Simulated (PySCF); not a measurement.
## Ionisation energy of Cd²³⁺ by level of theory

Cd²³⁺ [Ar] 3d7 (4F) → Cd²⁴⁺ [Ar] 3d6 (5D), as a difference of total energies. All numbers are calculated (PySCF 2.14, scalar relativity by spin-free X2C-1e, in an uncontracted even-tempered set (19 s from 2.5 bohr⁻², ratio 2.5; 13 p from 3.2 bohr⁻², ratio 2.5; 8 d from 3.2 bohr⁻², ratio 2.5; 4 f from 15 bohr⁻², ratio 2.7; 3 g from 23 bohr⁻², ratio 2.7)). Correlated levels: outer shells: [Ne] frozen; virtual orbitals above 40 to 60 times the deepest correlated orbital energy dropped. The calculations carry no spin-orbit coupling.

```csv
method,ionisation energy (eV)
UHF,1167.3
LDA,1168.4
PBE,1168.7
PBE0,1168.9
r2SCAN,1169.6
r2SCANh,1169.6
B2PLYP,1168.8
MP2 (outer shells),1168.6
SCS-MP2 (outer shells),1168.7
```

A first-order spin-orbit estimate (lowest level to lowest level, LS coupling) adds 1.425 eV.

Breit and QED terms and the two-electron picture change are absent.

For comparison: 1167 ± 4 eV (theoretical estimate listed by NIST; NIST Atomic Spectra Database, ionization energies).
